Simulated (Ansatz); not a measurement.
The lowest singlet and triplet of O2 (SMILES O=O); geometries from B3LYP-D3(BJ)/def2-TZVP, each state relaxed from the structure named, with no frequency check, low spin by broken symmetry.
Singlet (charge 0, multiplicity 1):
```
atom   x (Å)   y (Å)    z (Å)
----  ------  ------  -------
O     0.0000  0.0000  -0.6023
O     0.0000  0.0000   0.6023
```

| level | gap E(singlet) − E(triplet), vertical, at the singlet's geometry (eV) | cost |
|---|---|---|
| R-PBE/def2-TZVPP | 1.647 | ×1 |
| R-r2SCAN/def2-TZVPP | 1.936 | ×2 |
| U-r2SCAN/def2-TZVPP (spin-contaminated) | 0.502 | ×5 |
| U-B3LYP/def2-TZVPP (spin-contaminated) | 0.437 | ×2 |
| R-BHLYP/def2-TZVPP | 1.850 | ×0.8 |
| U-wB97X-V/def2-TZVPP (spin-contaminated) | 0.474 | ×5 |
| R-B2PLYP/def2-TZVPP | 1.571 | ×1 |
| R-MP2/cc-pVDZ | 1.421 | - |
| R-MP2/cc-pVTZ | 1.324 | - |
| R-MP2/cc-pVQZ | 1.277 | - |
| R-SCS-MP2/cc-pVTZ | 1.000 | - |
| R-CCSD/cc-pVDZ | 1.454 | - |
| R-CCSD(T)/cc-pVDZ | 1.343 | ×0.8 |
| R-CCSDT(Q)/cc-pVDZ | 1.048 | ×9 |
| SA-CASSCF(12,8)/cc-pVTZ | 0.959 | - |
| SC-NEVPT2 on SA-CASSCF(12,8)/cc-pVDZ | 1.025 | - |
| SC-NEVPT2 on SA-CASSCF(12,8)/cc-pVTZ | 0.986 | - |
| FIC-NEVPT4(SD) on SA-CASSCF(12,8)/cc-pVDZ | 1.048 | - |
| FIC-MRCISD+Q on SA-CASSCF(12,8)/cc-pVTZ | 1.000 | - |
| FIC-MRCISD+Q on SA-CASSCF(12,8)/cc-pVQZ | 0.980 | - |

The rows run from 0.437 (U-B3LYP/def2-TZVPP (spin-contaminated)) to 1.936 eV (R-r2SCAN/def2-TZVPP). In cc-pVDZ the value moves R-MP2 1.421, R-CCSD 1.454, R-CCSD(T) 1.343, a shift of -0.078 from R-MP2 to R-CCSD(T). From cc-pVDZ to cc-pVQZ R-MP2 changes by -0.144. The 4 R-functionals in def2-TZVPP without D3 or D4 span 0.365, from R-B2PLYP to R-r2SCAN.

A positive gap puts the triplet lower; no zero-point energy. R- takes a restricted singlet, here one determinant of a half-filled degenerate or near-degenerate pair, which mixes singlet states. U- takes an unrestricted singlet (broken symmetry where lower, unprojected). The triplet is unrestricted in single-reference levels. Active spaces average the two states.

Correlated levels freeze the cores.

Doubts at one or more of the structures used: a restricted determinant that unrestricted orbitals would lower (R-PBE/def2-TZVPP, R-r2SCAN/def2-TZVPP, R-BHLYP/def2-TZVPP, R-B2PLYP/def2-TZVPP, R-MP2/cc-pVDZ, R-MP2/cc-pVTZ, R-MP2/cc-pVQZ, R-SCS-MP2/cc-pVTZ, R-CCSD/cc-pVDZ, R-CCSD(T)/cc-pVDZ, R-CCSDT(Q)/cc-pVDZ); other coupled-cluster roots lie near (R-CCSDT(Q)/cc-pVDZ).

Run with Ansatz (a quantum-chemistry and plane-wave program). Each number belongs to the level named beside it.

Costs are rough ratios of core time to R-PBE/def2-TZVPP (about 0.9 s over the structures, on one shared machine); a dash marks a level with no comparable run of its own.
